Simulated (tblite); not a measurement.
Compound: CH5B2Cl.
Numbering: `[BH2:1][CH2:2][BH:3][Cl:4]` (hydrogens: H5, H6 on B1; H7, H8 on C2; H9 on B3)

Computed with GFN2-xTB (tblite), gas phase: Langevin dynamics at 400 K from the optimised GFN2-xTB geometry, time step 0.5 fs, friction 0.01 fs⁻¹, 2000 steps.

Start geometry:
```
atom  x, y, z in Å
B1     -1.217    0.515   -0.057
C2     -0.135   -0.611   -0.234
B3      1.216   -0.041    0.350
Cl4     2.321    0.752   -0.660
H5     -1.441    1.258   -0.931
H6     -1.776    0.630    0.963
H7     -0.018   -0.878   -1.283
H8     -0.417   -1.495    0.336
H9      1.481   -0.126    1.491
```

The statistics below take the 31 frames saved every 25 fs from 250 to 1000 fs; their kinetic temperature (all 3N coordinates) averages 410 K.

Task: Give the mean, spread and extremes of the bond lengths.

Result: 
```csv
bond,start (Å),mean (Å),standard deviation (Å),shortest (Å),longest (Å)
B1–C2,1.572,1.585,0.036,1.510,1.666
C2–B3,1.578,1.583,0.042,1.518,1.670
B3–Cl4,1.694,1.708,0.036,1.643,1.807
B1–H5,1.168,1.167,0.030,1.095,1.230
B1–H6,1.169,1.176,0.029,1.121,1.228
C2–H7,1.089,1.097,0.022,1.053,1.147
C2–H8,1.089,1.100,0.039,1.043,1.231
B3–H9,1.174,1.182,0.051,1.106,1.286
```

Task: How far does each atom move about its mean position (frames aligned on the start, all atoms weighted alike), and what rms force does it feel?

Result: 
| atom | rms displacement (Å) | rms force (eV/Å) |
| --- | --- | --- |
| B1 | 0.11 | 1.37 |
| C2 | 0.14 | 1.73 |
| B3 | 0.11 | 1.58 |
| Cl4 | 0.47 | 0.72 |
| H5 | 0.58 | 0.92 |
| H6 | 0.60 | 0.85 |
| H7 | 0.20 | 0.78 |
| H8 | 0.23 | 1.07 |
| H9 | 0.40 | 1.16 |

The displacements run from 0.11 to 0.60 Å, the largest at H6.

Task: How widely does the potential energy scatter, against a harmonic estimate?

Result: Mean 0.34 eV above the start, standard deviation 0.131 eV, range 0.13 to 0.66 eV. For 21 classical harmonic modes at 400 K the canonical values are 21kT/2 = 0.36 eV and kT·√(21/2) = 0.112 eV.

The run is classical and short, so these are rough statistics of one trajectory.

What follows is the cost of the whole dynamics run. On Arm Neoverse N1, one thread, shared host with 64 logical CPUs at a one-minute load of 57, this took 10 s of wall time and 0.18 GiB of memory at its peak.
